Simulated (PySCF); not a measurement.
AlClH4Si, SMILES [SiH3][AlH][Cl]. Atoms are numbered in the order given.

```xyz
7

Al    -0.4268    -0.7154    -0.1472
Cl     0.9679    -0.8884     1.4192
H     -1.2676    -2.0115    -0.4821
Si    -0.5634     1.4693    -1.2383
H     -0.9667     2.5105    -0.2519
H     -1.5508     1.4795    -2.3532
H      0.7657     1.8543    -1.7902
```
Charge 0, spin multiplicity 1.

Geometry: PBE0-D3(BJ)/def2-TZVP.

All values below come from PBE0/pcJ-1 in PySCF.

Isotropic couplings with Fermi-contact, spin-dipole and both spin-orbit terms, one fixed conformer, no vibrational averaging. Isotopes: 1H, 29Si.

Computed spin–spin coupling constants:
| pair | bonds apart | J (Hz) |
|---|---|---|
| Si4–H5 | 1 | -190.9 |
| Si4–H6 | 1 | -191.4 |
| Si4–H7 | 1 | -191.6 |
| H3–Si4 | 2 | -48.1 |
| H5–H6 | 2 | -4.7 |
| H5–H7 | 2 | -7.9 |
| H6–H7 | 2 | -4.5 |
| H3–H5 | 3 | 3.2 |
| H3–H6 | 3 | -2.9 |
| H3–H7 | 3 | 3.6 |
